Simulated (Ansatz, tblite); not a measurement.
Removing an electron: As(OEt)3 (C₆H₁₅AsO₃). Total charge 0; singlet. Geometry: r2SCAN-D4/def2-SVP. Ansatz, gas phase; energy differences of separate SCF runs; the oxidised species was run as a doublet alone.

```
atom   x (Å)   y (Å)   z (Å)
 As1   0.612  -0.463  -0.752
  O2  -0.033   1.192  -0.963
  C3   0.892   2.246  -1.214
  C4   0.106   3.524  -1.408
  H5   1.589   2.347  -0.360
  H6   1.503   2.030  -2.117
  H7   0.782   4.372  -1.602
  H8  -0.586   3.425  -2.259
  H9  -0.487   3.745  -0.507
 O10   1.204  -0.188   0.912
 C11   1.697  -1.307   1.643
 C12   2.213  -0.808   2.975
 H13   0.886  -2.045   1.795
 H14   2.510  -1.818   1.084
 H15   2.600  -1.642   3.581
 H16   3.022  -0.076   2.825
 H17   1.403  -0.314   3.534
 O18  -0.949  -1.176  -0.248
 C19  -1.920  -1.446  -1.255
 C20  -3.103  -2.121  -0.597
 H21  -2.234  -0.501  -1.739
 H22  -1.497  -2.099  -2.048
 H23  -3.887  -2.345  -1.338
 H24  -2.792  -3.063  -0.119
 H25  -3.530  -1.467   0.179
```

The xTB rows come from tblite.

```json
{"level": "GFN1-xTB", "−HOMO (eV)": "12.38", "vertical IE (eV)": "14.67", "−LUMO (eV)": "6.10", "HOMO–LUMO gap (eV)": "6.28"}
{"level": "GFN2-xTB", "−HOMO (eV)": "10.83", "vertical IE (eV)": "13.21", "−LUMO (eV)": "4.25", "HOMO–LUMO gap (eV)": "6.59"}
{"level": "BHLYP-D4/def2-TZVP", "−HOMO (eV)": "8.35", "vertical IE (eV)": "9.14", "−LUMO (eV)": "-1.06", "HOMO–LUMO gap (eV)": "9.41"}
```

Problem. Estimate the rows for PBE-D4/def2-TZVP, PBE0-D4/def2-TZVP.

Solution. 
```
            level  −HOMO (eV)  vertical IE (eV)  −LUMO (eV)  HOMO–LUMO gap (eV)
 PBE-D4/def2-TZVP        5.79              8.40        0.72                5.08
PBE0-D4/def2-TZVP        7.10              8.84       -0.16                7.26
```

 Raw xTB energy differences between charge states are shifted by several eV; the methods need an empirical correction for them.
